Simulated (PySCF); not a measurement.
PBE beside CCSD(T) along the third period: bonds to Cs

PBE and CCSD(T) in PySCF with def2-SVP on every atom (core potentials on Cs), for the lowest determinant that a PBE0 search found; no spin–orbit coupling.

```tsv
molecule	state (unpaired electrons)	PBE Re (Å)	PBE ωe (cm⁻¹)	PBE De (eV)	CCSD(T) Re (Å)	CCSD(T) ωe (cm⁻¹)	CCSD(T) De (eV)
CsNa	singlet (closed shell)	3.918	93.1	0.65	?	?	?
CsMg	doublet (σ ↑)	4.321	63.6	0.17	4.662	39.7	0.07
CsAl	triplet (σ ↑, π ↑)	3.723	112	0.73	3.784	106	0.35
CsSi	quartet (σ ↑, π ↑↑)	3.358	158	1.69	3.396	166	1.32
```

Question: Estimate the CCSD(T) values of CsNa by adding the mean shift from PBE to CCSD(T) of the other rows, and compare with the calculation.

Answer: The mean shifts are +14.7 pm, -7 cm⁻¹ and -0.28 eV, which give 4.065 Å, 85.8 cm⁻¹ and 0.37 eV. CCSD(T)/def2-SVP gives Re = 3.969 Å, ωe = 93.1 cm⁻¹, De = 0.54 eV.

Question: What are the mean differences of PBE from CCSD(T) over the whole series?

Answer: Re -12.3 pm, ωe +5 cm⁻¹, De +0.24 eV.

In a basis of this size CCSD(T) is itself not converged; it tends to give bonds that are too long and too weak.

Correlated steps freeze the inner cores (1 to 5 orbitals); shallow outer-core shells are correlated. Closed-shell solutions of metal pairs were not tested for spin polarisation, which can lower them a little. UHF and ROHF references stand side by side, which adds small steps between rows. Weak bonds: CsAl, CsMg. Basis-set superposition, not corrected here, can be much of De in a small basis, most of all at correlated wavefunction levels. Functionals without a dispersion term scatter widely for such bonds, and LDA overbinds them. These are scalar-relativistic numbers at best; spin–orbit coupling would shift them, the dissociation energy most. Where the molecule has an RHF reference, its open-shell atoms are computed with UHF. States were picked by a PBE0 search and need not be the measured ground states.
